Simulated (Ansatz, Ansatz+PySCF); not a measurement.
```yaml
atoms:
  - { symbol: C, position_ang: [0.0000, 1.4000, 0.0000] }
  - { symbol: C, position_ang: [1.2124, 0.7000, 0.0000] }
  - { symbol: C, position_ang: [1.2124, -0.7000, 0.0000] }
  - { symbol: C, position_ang: [0.0000, -1.4000, 0.0000] }
  - { symbol: C, position_ang: [-1.2124, -0.7000, 0.0000] }
  - { symbol: C, position_ang: [-1.2124, 0.7000, 0.0000] }
  - { symbol: C, position_ang: [2.4249, 1.4000, 0.0000] }
  - { symbol: C, position_ang: [3.6373, 0.7000, 0.0000] }
  - { symbol: C, position_ang: [3.6373, -0.7000, 0.0000] }
  - { symbol: C, position_ang: [2.4249, -1.4000, 0.0000] }
  - { symbol: H, position_ang: [0.0000, 2.4850, 0.0000] }
  - { symbol: H, position_ang: [-2.1521, -1.2425, 0.0000] }
  - { symbol: H, position_ang: [-2.1521, 1.2425, 0.0000] }
  - { symbol: H, position_ang: [2.4249, 2.4850, 0.0000] }
  - { symbol: H, position_ang: [4.5769, -1.2425, 0.0000] }
  - { symbol: H, position_ang: [2.4249, -2.4850, 0.0000] }
```

Basis set: def2-SVP (spherical functions). Charge 0, multiplicity 3.

Computed with Ansatz (development build ahead of 0.2.0); each method stands on the lowest determinant of its kind that the runs found. Restricted functionals stand beside restricted open-shell atoms, which can lie above the unrestricted atoms usual in DFT and then raise those values.

(1) Give the atomization energy at this shape (free ground-state atoms in the same class of orbitals less the molecule, no zero-point energy) of triplet C10H6 by ωB97X (restricted open-shell), PBE0 (unrestricted), PBE0 (restricted open-shell), UHF, ROHF.

## Answers

(1)

| method | atomization energy |
| --- | --- |
| ωB97X (restricted open-shell) | 8191.6 kJ/mol |
| PBE0 (unrestricted) | 8323.0 kJ/mol |
| PBE0 (restricted open-shell) | 8355.8 kJ/mol |
| UHF | 6165.5 kJ/mol |
| ROHF | 6156.3 kJ/mol |

Caution: another spin multiplicity may lie lower. Caution for UHF: the unrestricted determinant is a mixture of spin states. Caution for ROHF: an unrestricted determinant lies well below.

The shape needn't be a minimum at these levels.
